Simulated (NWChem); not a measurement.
Species: SiHF cation, doublet; SMILES of the neutral closed-shell parent F[SiH]

```xyz
3

Si     0.0930     0.5592     0.0000
H     -1.2630     1.2541     0.0000
F     -0.0043    -1.0092     0.0000
```
Atoms are numbered in this order, from 1.

All runs: NWChem. Spin-unrestricted. In the optimisation the excess spin sits in a' (Cs, its own frame). Geometry: optimised at PBE0/def2-SVP, spin-unrestricted. This spin state was assumed; another may lie lower. No stability test was run on the SCF state. Vertical excitations in the gas phase; the lowest state need not have the same character in each row. Excited states of an open shell can be spin-contaminated.

| level | lowest excitation (eV) | oscillator strength of that lowest state | lowest state with f > 0.02 (eV) | oscillator strength of that bright state | lowest empty minus highest occupied level, either spin (eV) |
|---|---|---|---|---|---|
| PBE/aug-cc-pVDZ, TDA | 3.12 | 0.014 | 5.36 | 0.022 | 1.87 |
| B3LYP/aug-cc-pVDZ, TDA | 3.28 | 0.016 | ? | 0.032 | ? |
| PBE0/aug-cc-pVDZ, TDA | 3.25 | 0.016 | 5.87 | 0.032 | 4.19 |
| CAM-B3LYP/aug-cc-pVDZ, TDA | 3.28 | 0.017 | 5.85 | 0.037 | 6.46 |

Task: Some entries are withheld; supply them.

Result: 
- B3LYP/aug-cc-pVDZ, TDA, lowest state with f > 0.02 (eV): 5.66
- B3LYP/aug-cc-pVDZ, TDA, lowest empty minus highest occupied level, either spin (eV): 3.46
